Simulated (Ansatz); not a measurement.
Relaxation of ClH$_{8}$NOSn (12 atoms, charge 0, multiplicity 1), to a largest force component of 0.03 eV/Å in at most 50 steps.

Method: RKS PBE0/def2-SVP in Ansatz.

```xyz
12
Properties=species:S:1:pos:R:3:forces:R:3
Sn -1.427 -1.146 0.394 0.13 -0.13 0.09
Cl 0.741 -1.526 1.359 -0.16 0.03 -0.14
H -1.164 -0.664 -1.214 -0.01 0.00 0.01
H -2.171 -2.685 0.517 0.02 0.02 -0.01
H -2.218 -0.015 1.398 0.01 -0.01 0.00
H 0.554 1.287 -0.330 -0.03 -0.05 -0.07
N 0.225 1.829 0.467 0.15 0.12 0.02
H 1.794 -0.695 -0.900 -0.04 0.02 0.03
O 1.656 -0.153 -1.690 -0.04 0.03 0.11
H -0.765 2.032 0.367 0.00 -0.03 -0.02
H 0.376 1.277 1.307 -0.04 0.02 0.00
H 2.401 0.458 -1.676 0.01 -0.01 -0.01
```

Problem. Where does it end, and by what steps?

Solution. The forces met the threshold. The force dipped under the threshold on the way, but the program's further checks kept it going. After 10 steps the energy has fallen by 0.039 eV; H10 moved furthest, 0.19 Å.

| step | energy less start (eV) | largest force component (eV/Å) | accepted |
| --- | --- | --- | --- |
| 0 | 0.0000 | 0.160 | yes |
| 1 | -0.0100 | 1.196 | yes |
| 2 | -0.0275 | 0.437 | yes |
| 3 | -0.0310 | 0.484 | yes |
| 4 | -0.0346 | 0.308 | yes |
| 5 | -0.0356 | 0.178 | yes |
| 6 | -0.0374 | 0.079 | yes |
| 7 | -0.0384 | 0.013 | yes |
| 8 | -0.0386 | 0.036 | yes |
| 9 | -0.0386 | 0.043 | no |
| 10 | -0.0388 | 0.022 | yes |

```xyz
12
Properties=species:S:1:pos:R:3
Sn -1.448 -1.257 0.380
Cl 0.754 -1.644 1.215
H -1.265 -0.685 -1.209
H -2.182 -2.799 0.462
H -2.167 -0.157 1.467
H 0.642 1.342 -0.322
N 0.312 1.970 0.414
H 1.673 -0.658 -0.769
O 1.567 -0.106 -1.559
H -0.675 2.156 0.248
H 0.385 1.468 1.297
H 2.402 0.369 -1.624
```

Whether the end is a true minimum wasn't checked by a vibrational analysis.

Time of the run: 24 s on 2 threads of Intel(R) Xeon(R) 6975P-C (Granite Rapids), on a shared host, peak memory 0.29 GiB.
